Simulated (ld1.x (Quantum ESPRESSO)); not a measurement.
F: one change to an ultrasoft potential, before and after

F, ultrasoft, made with ld1.x (Quantum ESPRESSO) 7.5 (PBE, scalar-relativistic). Core [He], reference 2s2 2p5. Waves: 2s (bound): rcut 0.65, rcutus 0.80 bohr; 2s channel at -0.6 Ry: rcut 0.65, rcutus 0.80 bohr; 2p (bound): rcut 0.75, rcutus 1.00 bohr; 2p channel at 0.4 Ry: rcut 0.75, rcutus 1.00 bohr; 3d channel at 0.4 Ry: rcut 0.75, rcutus 0.85 bohr. Local part: all-electron potential smoothed inside 0.95 bohr (lloc = -2). Core correction: a·sin(br)/r model core, default radius (core density twice the valence density). Augmentation charge: PSQ, inside the norm-conserving radii.

All-electron outer shells of the reference configuration (PBE, scalar-relativistic, ld1.x):

```tsv
shell	level (eV)	outermost node (bohr)	outermost maximum (bohr)
1s	-663.37	–	0.11
2s	-29.90	0.24	0.76
2p	-11.11	–	0.71
```

Change: wave 2p channel at 0.4 Ry: rcut 0.75, rcutus 1.00 bohr becomes 2p channel at 4.32 Ry: rcut 0.75, rcutus 1.00 bohr.

Cutoffs: the cutoffs (Ry, on a coarse ladder) from which the occupation-weighted sum of valence levels, in a spherical-Bessel basis at the reference potential, stays within 10 and 1 mRy of its value at 400 Ry; they do not see the model core or the augmentation charge, which bear on the density cutoff. Errors are all-electron minus pseudo energies relative to the spin-unpolarised reference configuration.

**Question.** Predict the effect on cutoff, ghosts and configuration errors.

**Answer.** The potential gets neither clearly harder nor softer (70 Ry and 140 Ry → 80 Ry and 140 Ry); of the 7 tests that both files solve, the error grows in 1 and shrinks in 2 by more than 15 % and 0.3 meV (median size 7.8 → 8.1 meV); neither file shows a bound ghost.

```csv
quantity,base,changed
"cutoff, loose",70 Ry,80 Ry
"cutoff, tight",140 Ry,140 Ry
loose cutoff by channel (10 mRy a level),"s 18 Ry, p 60 Ry","s 18 Ry, p 70 Ry"
bound ghosts,none,none
"error for 2s2 2p4, meV [ΔE 19.39 eV]",+2.7,+1.5
"error for 2s2 2p3, meV [ΔE 57.78 eV]",+23,+19
"error for 2s2 2p2, meV [ΔE 118.41 eV]",+78,+72
"error for 2s1 2p6, meV [ΔE 18.81 eV]",+7.8,+8.1
"error for 2s2 2p1, meV [ΔE 204.21 eV]",+187,+189
"error for 2s2 2p5.3, meV [ΔE -2.67 eV]",+0.4,+0.4
"error for 2s1 2p5, meV [ΔE 38.49 eV]",+2.5,+3.0
s: phases at 1.10 bohr within 0.05 rad from the reference energy up to (Ry; the scan ends near 5),to the end of the scan,to the end of the scan
p: phases at 1.10 bohr within 0.05 rad from the reference energy up to (Ry; the scan ends near 5),to the end of the scan,to the end of the scan
d: phases at 1.10 bohr within 0.05 rad from the reference energy up to (Ry; the scan ends near 5),to the end of the scan,to the end of the scan
lowest overlap eigenvalue by channel,"s 0.53, p 0.96, d 0.94","s 0.53, p 0.67, d 0.94"
```
